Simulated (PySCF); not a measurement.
# Working out the ionisation energy of As

As [Ar] 3d10 4s2 4p3 (4S) → As⁺ [Ar] 3d10 4s2 4p2 (3P). Calculation: PySCF 2.14, in cc-pVDZ-PP with ECP10MDF (4s3p2d, 23 functions); a scalar-relativistic core potential. Frozen: 3s2 3p6 3d10. Energies in hartree (1 hartree = 27.21139 eV):

| part | As (lower) | As⁺ (upper) |
| --- | --- | --- |
| UHF | -331.197352 | -330.850759 |
| CCSD correlation | -0.069280 | -0.058690 |
| (T) | -0.000699 | -0.000614 |

What does Hartree-Fock give?

(-330.850759) − (-331.197352) = 0.346593 hartree = 9.431 eV.

What do CCSD and CCSD(T) give?

The CCSD correlation energies differ by 0.010590 hartree = 0.288 eV and the triples by 0.000085 hartree = 0.002 eV, so CCSD gives 9.719 eV and CCSD(T) 9.721 eV.

Measured between the centres of the two terms (NIST): 10.008 eV, so CCSD(T) (valence) is off by -0.287 eV.

A double-zeta basis recovers only part of the correlation energy.

What remains against the reference includes basis incompleteness, the frozen core and higher excitations.
